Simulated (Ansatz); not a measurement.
HSi (SMILES [SiH]), doublet, at a GFN2-xTB geometry; PBE0/aug-cc-pVDZ (Ansatz, a first-principles code).

Input for Ansatz:
Ansatz 0.2 input:
```yaml
crystal:
  periodic: [false, false, false]
  atoms:
    - {symbol: Si, position_ang: [-0.00000000, -0.00000000, -0.10104690]}
    - {symbol: H, position_ang: [0.00000000, 0.00000000, 1.41465662]}
basis:
  gaussian:
    orbitals: aug-cc-pVDZ
hamiltonian:
  xc: pbe0
magnetization: {spin_polarized: true, initial_magnetization: 1}
```

Task: What does Ansatz print? Leave out banner, timings and long lists.

Result: 
```
Functional definition: PBE0
363 factors; integrals over basis functions are off by at most 1.1e-3 eV
mean field evaluation 1: about -7887.1616 eV, gradient 5.7e0 eV
mean field evaluation 2: about -7887.4123 eV, gradient 2.5e0 eV
mean field evaluation 4: about -7887.4778 eV, gradient 1.0e-1 eV
mean field evaluation 8: about -7887.4774 eV, gradient 1.1e-3 eV
mean field evaluation 16: about -7886.4835 eV, gradient 3.9e0 eV
mean field -7887.47736810 eV, -289.8594469536 hartree, gradient 4.8e-5 eV, S^2 0.756492; 1 other end points of the search recorded, 0 dependent functions left out
reference -7887.47741116 eV, -289.8594485358 hartree; 8, 7 occupied and 28, 29 virtual orbitals, 363 factors
Total energy: -7887.47741116 eV, -289.8594485358 hartree
```
